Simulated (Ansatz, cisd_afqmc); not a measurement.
System: SrCl, charge 1, singlet. SrCl+ (SMILES [Sr+][Cl]).
B3LYP-D3(BJ)/def2-TZVP minimum from Ansatz (a first-principles code):
```xyz
2

Sr     0.0000     0.0000    -0.7671
Cl     0.0000     0.0000     1.7148
```
Charge +1, spin multiplicity 1.

Total energies in def2-SVP, 8 correlated electrons, 9 frozen orbitals. Open shells are spin-unrestricted; no spin-orbit coupling. Correlated methods leave the cores frozen (noble-gas shells, and filled d and f shells in the p block). Past Kr the def2 sets carry scalar-relativistic core potentials. AFQMC/CISD: phaseless, guided by CISD from CCSD amplitudes; bars are statistical, one sigma. Outlying blocks are dropped, and bars are widened where a walk drifts. Over all cases where full CI ran beside it in this data, AFQMC minus full CI had a median of +0.1 mEh and passed +0.4 mEh in a tenth of the cases. The spin of ClSr+ ([Cl][Sr+], singlet) was assumed, and the state is the lowest solution found for it.

| method | program | energy (Eh) | minus CCSDTQ (mEh) |
|---|---|---|---|
| HF | Ansatz | -489.59698 | 157.31 |
| MP2 | Ansatz | -489.73953 | 14.76 |
| CCSD | Ansatz | -489.75078 | 3.51 |
| CCSD(T) | Ansatz | -489.75380 | 0.49 |
| CCSDT(Q) | Ansatz | -489.75429 | -0.01 |
| CCSDTQ | Ansatz | -489.75429 | 0.00 |
| AFQMC/CISD | cisd_afqmc | -489.7544 ± 0.0002 | -0.1 ± 0.2 |

Rough core times of Ansatz's runs on a shared machine: CCSD(T) under 20 s, CCSDT(Q) under 20 s, CCSDTQ 80 s.
